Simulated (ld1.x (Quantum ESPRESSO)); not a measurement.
# Reading a pseudo-wave (titanium (Ti))

Columns: radius, all-electron u(r) and pseudo u(r) of the 3d shell (level -4.32 eV) of titanium in the configuration [Ne] 3s2 3p6 3d2 4s2 4p0; PW91, scalar-relativistic, RRKJ scheme, ld1.x (Quantum ESPRESSO) 7.5.

| r (bohr) | all-electron | pseudo |
| --- | --- | --- |
| 0.096 | 0.0284 | 0.0034 |
| 0.192 | 0.1303 | 0.0263 |
| 0.288 | 0.2682 | 0.0827 |
| 0.384 | 0.4062 | 0.1773 |
| 0.480 | 0.5254 | 0.3047 |
| 0.576 | 0.6196 | 0.4503 |
| 0.672 | 0.6887 | 0.5947 |
| 0.768 | 0.7342 | 0.7187 |
| 0.864 | 0.7595 | 0.8079 |
| 0.960 | 0.7686 | 0.8559 |
| 1.056 | 0.7655 | 0.8644 |
| 1.152 | 0.7534 | 0.8422 |
| 1.248 | 0.7350 | 0.8013 |
| 1.344 | 0.7123 | 0.7534 |
| 1.440 | 0.6868 | 0.7073 |
| 1.536 | 0.6597 | 0.6672 |
| 1.632 | 0.6318 | 0.6334 |
| 1.728 | 0.6037 | 0.6038 |
| 1.824 | 0.5760 | 0.5760 |
| 1.920 | 0.5489 | 0.5489 |
| 2.016 | 0.5226 | 0.5226 |
| 2.112 | 0.4972 | 0.4972 |
| 2.208 | 0.4730 | 0.4730 |
| 2.304 | 0.4498 | 0.4498 |
| 2.400 | 0.4278 | 0.4278 |
| 2.496 | 0.4068 | 0.4068 |

Problem. How many radial nodes do the two functions have?

Solution. The all-electron 3d function has n − l − 1 = 0; the pseudo-wave has 0.

Problem. At about which radius was the pseudo-wave matched?

Solution. 1.80 bohr, where the columns begin to agree (steps of 0.10 bohr).

Problem. Where does each function peak?

Solution. Outermost all-electron maximum near 0.96 bohr, pseudo maximum near 1.06 bohr (to the table’s step).

Problem. Is the pseudo-wave norm-conserving?

Solution. Yes: the RRKJ scheme keeps the norm inside the radius equal to the all-electron one, which fixes the energy derivative of the logarithmic derivative at the level.
